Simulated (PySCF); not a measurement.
# A survey of ¹⁹F NMR shifts

PySCF 2.14.0 with density-fitted response routines calculation with geometry from GFN2-xTB and shielding tensors at PBE0/pcSseg-1 (GIAO); non-relativistic, one computed conformer, no solvent, one averaged value for each set of equivalent atoms.

Shieldings were converted by a linear fit to measured shifts: ¹⁹F: δ = 146.13 − 0.903σ +14.6 on sp3 carbon (rms 6.0 ppm, 223 shifts, 7.0 ppm with the 5 outliers that the fit left out vs CFCl3, solution or neat liquid). A few per cent of atoms miss by over 2 rms, more outside the fitted compound classes.

**Question.** Give the ¹⁹F shifts of `C=C[C@@H](F)[C@@H]1O[C@@H]1F`, `CS[SiH2]/C(CF)=C(/C)F`, `FCO[C@@H]1C=C[C@H]1F`, `C[SiH2]C[C@@H](CF)[SiH2]C#N`, `C=N[Si@@H]1C[C@@H](F)C[C@H]1[SiH3]`.

**Answer.** 
| compound | environment | δ (ppm) |
| --- | --- | --- |
| [CH2:1]=[CH:2][C@@H:3]([F:4])[C@@H:5]1[O:6][C@@H:7]1[F:8] | F8: fluorine on an sp3 carbon | -162.4 |
| [CH2:1]=[CH:2][C@@H:3]([F:4])[C@@H:5]1[O:6][C@@H:7]1[F:8] | F4: fluorine on an sp3 carbon | -202.8 |
| [CH3:1][S:2][SiH2:3]/[C:4]([CH2:5][F:6])=[C:7](/[CH3:8])[F:9] | F9: vinylic fluorine | -59.3 |
| [CH3:1][S:2][SiH2:3]/[C:4]([CH2:5][F:6])=[C:7](/[CH3:8])[F:9] | F6: fluorine on an sp3 carbon | -208.8 |
| [F:1][CH2:2][O:3][C@@H:4]1[CH:5]=[CH:6][C@H:7]1[F:8] | F1: fluorine on an sp3 carbon | -157.8 |
| [F:1][CH2:2][O:3][C@@H:4]1[CH:5]=[CH:6][C@H:7]1[F:8] | F8: fluorine on an sp3 carbon | -165.4 |
| C[SiH2]C[C@@H](CF)[SiH2]C#N | fluorine on an sp3 carbon | -203.4 |
| C=N[Si@@H]1C[C@@H](F)C[C@H]1[SiH3] | fluorine on an sp3 carbon | -167.8 |
